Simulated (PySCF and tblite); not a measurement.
Values are calculated unless marked as measured or tabulated.
Stationary points of C$_{5}$H$_{7}$FSn at PBE0-D3(BJ)/def2-SVP, in Å:

Structure A

```
 1 F     0.881    1.357    2.518
 2 C     0.723    0.971    1.258
 3 C    -0.216    1.522    0.380
 4 C    -0.102    0.811   -0.833
 5 Sn   -1.198   -1.329   -0.501
 6 C     0.945   -0.200   -0.654
 7 C     1.436   -0.074    0.662
 8 H    -0.912    2.327    0.607
 9 H    -0.495    1.130   -1.800
10 H    -2.615   -0.953   -1.408
11 H    -1.439   -1.287    1.184
12 H    -0.646   -2.857   -1.079
13 H     1.435   -0.734   -1.471
14 H     2.203   -0.683    1.139
```

Structure B

```
 1 F     2.354    1.941    2.457
 2 C     2.257    1.379    1.260
 3 C     1.256    1.576    0.359
 4 C     1.538    0.689   -0.786
 5 Sn    0.091   -0.969   -0.587
 6 C     2.835    0.054   -0.480
 7 C     3.234    0.444    0.764
 8 H     0.401    2.242    0.466
 9 H     1.386    1.083   -1.802
10 H    -1.486   -0.332   -0.816
11 H     0.294   -1.609    0.982
12 H     0.409   -2.144   -1.800
13 H     3.362   -0.627   -1.149
14 H     4.118    0.120    1.313
```

Level: PBE0/pcSseg-1 (def2-TZVP on Sn) + D3(BJ) on PBE0-D3(BJ)/def2-SVP stationary points, with GFN2-xTB thermal terms.

**Question.** Which structure is a saddle point, and along which motion?

**Answer.** A: one imaginary mode (250i cm⁻¹ at GFN2-xTB, mostly on C6, C4, C7), along the shift of Sn5 from C4 to C6.

**Question.** Give their symmetry and energies above the lowest.

**Answer.** A Cs, 6.6 kcal/mol; B C1, 0.0 kcal/mol.

Spin–orbit effects of heavy atoms on shieldings are missing.
